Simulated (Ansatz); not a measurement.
Reaction (ligand exchange at the In–S bond): `[CH3][In]([NH2])[SH]` + HBr → `[CH3][In]([NH2])[Br]` + H₂S

Calculated with Ansatz (gas phase, PBE0-D4/def2-TZVP geometries, no zero-point term in ΔE). CBS: MP2 limit from def2 TZ/QZ plus the TZ coupled-cluster correction, frozen cores. This one scheme is used for every species. Functionals use def2-TZVPP. def2 core potentials past Kr. For Br, In outer-core shells are correlated without core-valence functions, which leaves a few kJ/mol of doubt a bond. Scalar relativity is left out up to krypton. One conformer a species, not always the lowest.

`[CH3][In]([NH2])[SH]`:

```xyz
10

C    -1.623   -0.120    1.093
In    0.005    0.150   -0.263
N     1.823   -0.702   -0.062
S    -0.247    1.380   -2.305
H    -1.865   -1.181    1.165
H    -1.348    0.242    2.085
H    -2.499    0.424    0.742
H     2.601   -0.345   -0.595
H     2.141   -0.993    0.851
H     1.011    1.147   -2.712
```

HBr:

```xyz
2

Br    0.635   -0.289   -0.134
H    -0.635    0.289    0.134
```

`[CH3][In]([NH2])[Br]`:

```xyz
9

C     1.599   -0.330   -0.636
In   -0.467   -0.164   -0.156
N    -1.428    0.693    1.380
Br   -2.113   -1.383   -1.577
H     1.868   -1.386   -0.670
H     1.770    0.107   -1.620
H     2.214    0.182    0.103
H    -1.017    1.471    1.873
H    -2.426    0.811    1.303
```

H₂S:

```xyz
3

S     0.142   -0.475    0.371
H     0.807    0.185   -0.588
H    -0.949    0.290    0.217
```

Problem. Is it downhill or uphill in electronic energy at CCSD(T)/CBS, and by how much? (Estimate.)

Solution. The calculation gave: Downhill: ΔE = -13.2 kcal/mol.

Problem. What do these levels give: PBE-D4, revPBE-D4, r2SCAN0-D4, CAM-B3LYP, LC-ωPBE, CCSD(T)/def2-TZVPP? (Best estimate.)

Solution. The calculation gave: PBE-D4 -11.9, revPBE-D4 -11.9, r2SCAN0-D4 -13.6, CAM-B3LYP -13.6, LC-ωPBE -13.1, CCSD(T)/def2-TZVPP -12.6 kcal/mol.

Largest T1 diagnostic among the species: 0.013.

From PBE to PBE0 (25 % exact exchange), in def2-TZVPP and without D4, ΔE moves by −0.9 kcal/mol. Leaving LDA and LC-ωPBE aside and taking each functional with its dispersion term where it has one, the values, not all of them listed here, spread over 2.7 kcal/mol, from BHLYP-D4 to revPBE-D4. LDA lies +0.9 kcal/mol from PBE without D4. In def2-TZVPP, CCSD(T) changes the Hartree–Fock value by +4.2 kcal/mol (the triples alone add +0.6 kcal/mol) and MP2 by +4.1 kcal/mol.
